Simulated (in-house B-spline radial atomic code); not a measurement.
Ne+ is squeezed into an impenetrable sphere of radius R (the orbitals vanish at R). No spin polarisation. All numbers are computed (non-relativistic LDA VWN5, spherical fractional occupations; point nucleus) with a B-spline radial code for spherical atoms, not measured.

Energies in eV above the free ion in [He] 2s2 2p5:

```
R (bohr)  highest level (eV)  [He] 2s2 2p5  [He] 2s1 2p6  -dE/dV in [He] 2s2 2p5 (GPa)
    7.35               -32.5             0         22.76                      2.07e-05
    5.54               -32.5     0.0008633         22.76                       0.00699
    5.21               -32.5      0.002237         22.76                        0.0204
    4.59               -32.4       0.01325         22.78                         0.155
    3.84               -32.3        0.1121         22.89                          1.86
    2.98               -31.1         1.284         24.22                          35.4
    2.69               -29.8         2.938         26.05                           100
    2.36                 -27         7.618          31.1                           343
    1.97               -19.4         24.06         48.32                          1600
    1.29                30.9         201.8         225.4                         34700
```

Does [He] 2s1 2p6 fall below [He] 2s2 2p5 under compression?

No, it stays above over the whole range.

The highest level is first positive in the row R = 1.29 bohr, pushed up by confinement above the zero of the free ion's potential. Each configuration is held fixed and needn't be the lowest in the sphere.
